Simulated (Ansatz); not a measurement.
Ansatz (a quantum-chemistry and plane-wave program) input (SVWN5/def2-TZVPD):

Ansatz 0.2 input:
```yaml
crystal:
  periodic: [false, false, false]
  atoms:
    - {symbol: Re, position_ang: [0.00000000, -0.00000000, -0.00000000]}
    - {symbol: F, position_ang: [0.96866592, -0.63451178, -1.46249917]}
    - {symbol: F, position_ang: [-0.96866592, 0.63451178, 1.46249917]}
    - {symbol: F, position_ang: [0.09656803, 1.73151991, -0.68726713]}
    - {symbol: F, position_ang: [-0.09656803, -1.73151991, 0.68726713]}
basis:
  gaussian:
    orbitals: def2-TZVPD
hamiltonian:
  xc: {name: SVWN5}
magnetization: {spin_polarized: true, initial_magnetization: 3}
output: {forces: true}
```

End of the output:

```
mean field evaluation 2: about -12797.3049 eV, gradient 2.0e2 eV
mean field evaluation 4: about -12934.4150 eV, gradient 6.4e0 eV
mean field evaluation 8: about -12934.5880 eV, gradient 2.9e-1 eV
mean field evaluation 16: about -12934.5833 eV, gradient 6.6e-6 eV
mean field evaluation 32: about -12934.3992 eV, gradient 6.0e0 eV
mean field -12934.58333094 eV, -475.3371700365 hartree, gradient 6.6e-6 eV, S^2 3.755498; 3 other end points of the search recorded, 0 dependent functions left out
the calculation of the forces begins
reference -12934.58339168 eV, -475.3371722688 hartree; 27, 24 occupied and 176, 179 virtual orbitals, 1155 factors
Total energy: -12934.58339168 eV, -475.3371722688 hartree
Atom 0 at     0.000000    -0.000000    -0.000000 Å, force    -0.000000     0.000000     0.000000 eV/Å
Atom 1 at     0.968666    -0.634512    -1.462499 Å, force    -0.267512     0.175230     0.403891 eV/Å
Atom 2 at    -0.968666     0.634512     1.462499 Å, force     0.267512    -0.175230    -0.403891 eV/Å
Atom 3 at     0.096568     1.731520    -0.687267 Å, force    -0.026669    -0.478186     0.189799 eV/Å
Atom 4 at    -0.096568    -1.731520     0.687267 Å, force     0.026669     0.478186    -0.189799 eV/Å
Dipole moment:     0.000000     0.000000    -0.000000 e Å
```

The spin state was set by rule; other spins were not relaxed.
